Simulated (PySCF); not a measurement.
SMILES O(C[CH]C)C (C4H9O), doublet at its PBE0/def2-SVP optimised geometry (Å):

```
14

C      0.5842    -1.6451    -0.8649
C      1.2692    -0.5956    -0.0722
C      0.7428     0.7906     0.0000
O     -0.6562     0.7906     0.0000
C     -1.2116     2.0657     0.0000
H      0.7824    -1.5387    -1.9525
H     -0.5071    -1.5798    -0.7384
H      0.9172    -2.6542    -0.5796
H      2.3057    -0.7446     0.2462
H      1.1145     1.3925    -0.8693
H      1.1402     1.3050     0.9023
H     -0.9061     2.6542    -0.8892
H     -2.3057     1.9602    -0.0119
H     -0.9265     2.6462     0.9009
```

Calculation: unrestricted PBE0/def2-TZVP in PySCF 2.14.0. Cells within 0.4 Å of a nucleus heavier than hydrogen are left out (blank, or x).

Map of the deformation density (molecule minus spherical neutral atoms) (e/bohr³) on the plane z = 0.0 Å:

```
|22222222222222222222222222222|
|22222222222222222222222222222|
|22222222222222222222222222222|
|22222222222222222222222222222|
|22222222222222222222222222222|
|22222222222222222222222222222|
|22222222211232222222222222222|
|22222222331432222222222222222|
|2222222499xx21122222222222222|
|2222222398xx31112222222222222|
|22222222332662212322222222222|
|222222222112x052x411222222222|
|222222222223xx7xxx11222222222|
|22222222222571227832222222222|
|22222222222331127942222222222|
|22222222222222124xx5532222222|
|22222222222222223xx9942222222|
|22222222222222224534522222222|
|22222222222222223322222222222|
|22222222222222212222222222222|
|22222222222222222222222222222|
|22222222222222222222222222222|
|22222222222222222222222222222|
|22222222222222222222222222222|
|22222222222222222222222222222|
|22222222222222222222222222222|
|22222222222222222222222222222|
|22222222222222222222222222222|
|22222222222222222222222222222|
```
Scale: ten equal steps from -0.035 (start of '0') to 0.088 (end of '9'), in the order '0123456789'; x runs from -5.00 to 5.00, y from -5.00 (bottom) to 5.00 (top).
